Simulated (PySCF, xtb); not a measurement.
C4H5Br, SMILES C=CC(=C)Br. The values are those of a single conformer.

Harmonic wavenumbers (cm⁻¹) from GFN2-xTB run with xtb at its own minimum, in rising order: 111, 211, 332, 367, 457, 558, 621, 722, 877, 899, 901, 998, 1002, 1175, 1277, 1385, 1408, 1638, 1670, 3052, 3107, 3109, 3140, 3146.

Task: What does PBE0-D3(BJ)/def2-SVP (PySCF) give at its own minimum? (The exact figures need the calculation; the answer reports its results.)

Result: 152, 218, 353, 409, 484, 586, 654, 764, 902, 909, 952, 1011, 1019, 1230, 1299, 1382, 1426, 1672, 1736, 3171, 3177, 3183, 3284, 3292. Paired by order, the mean absolute difference is 46 cm⁻¹ and the zero-point energies are 46.0 and 47.6 kcal/mol.
